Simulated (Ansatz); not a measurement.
Reaction (formal hydrolysis of the Si–Si bond): `O[SiH2][Si](O)(F)F` + H₂O → `O[Si](O)(F)F` + `O[SiH3]`

Calculated with Ansatz (gas phase, PBE0-D4/def2-TZVP geometries, no zero-point term in ΔE). CBS: MP2 limit from def2 TZ/QZ plus the TZ coupled-cluster correction, frozen cores. This one scheme is used for every species. Functionals use def2-TZVPP. B3LYP here is the variant with VWN-RPA as its local correlation; programs differ in this. One conformer a species, not always the lowest.

```tsv
level	ΔE (kcal/mol)
PBE0-D4	-27.6
B3LYP-D4	-29.7
ωB97M-V	-32.0
B3LYP	-31.3
HF/def2-TZVPP	-38.3
CCSD(T)/def2-TZVPP	-32.2
SCS-MP2/def2-QZVPP	-33.4
CCSD/CBS(def2)	-31.9
```

Problem. What does CCSD(T)/CBS give? (An estimate is asked.)

Solution. Ansatz gave: -31.0 kcal/mol. The listed levels differ from it by 3.4, 1.3, -1.0, -0.3, -7.3, -1.2, -2.4, -0.9 kcal/mol.

Largest T1 diagnostic among the species: 0.012.

The D4 term adds +1.6 kcal/mol with B3LYP and +1.0 kcal/mol with PBE0; it sums over pairs of atoms, weighted by their polarisabilities, and B3LYP, whose exchange is more repulsive, gets the larger term. In def2-TZVPP, CCSD(T) changes the Hartree–Fock value by +6.1 kcal/mol (the triples alone add +0.9 kcal/mol) and MP2 by +4.9 kcal/mol.
